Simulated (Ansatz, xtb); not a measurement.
# Isomers of COSSe in order of energy

3 gas-phase structures of COSSe, found in a search over its isomers (lower ones may exist). Each was relaxed with GFN2-xTB; where two conformers were screened, the lower at r2SCAN-D4/def2-SVP is listed:

A. `S=C1O[Se]1`, a singlet
B. `O=C1S[Se]1`, a singlet
C. `O=C=[Se]=S`, a singlet

**Question.** Estimate their order in r2SCAN-D4/def2-SVP energy at these geometries, lowest first.

**Answer.** Calculated order at r2SCAN-D4/def2-SVP: B (0.0), C (90.3), A (124.6) kJ/mol.

Energies above the lowest of each column, in kJ/mol; the last columns are at B3LYP/6-31G* geometries and were run for some of them only (a dash: not run or not comparable):

```json
{"structure": "B", "GFN2-xTB": "0.0", "HF/STO-3G": "0.0", "r2SCAN-D4/def2-SVP": "0.0", "B3LYP/6-31G*": "0.0", "CCSD(T)/def2-TZVPP": "0.0"}
{"structure": "C", "GFN2-xTB": "98.6", "HF/STO-3G": "251.9", "r2SCAN-D4/def2-SVP": "90.3", "B3LYP/6-31G*": "73.9", "CCSD(T)/def2-TZVPP": "80.2"}
{"structure": "A", "GFN2-xTB": "118.7", "HF/STO-3G": "157.7", "r2SCAN-D4/def2-SVP": "124.6", "B3LYP/6-31G*": "–", "CCSD(T)/def2-TZVPP": "–"}
```

Every level run on B puts it lowest or level with the lowest. Frequencies (B3LYP/6-31G*) were run for B, C alone. Large T1 diagnostics make some coupled-cluster values less sure.

Programs: Ansatz 0.2.0, xtb 6.7.1 (Pople sets with spherical d functions).
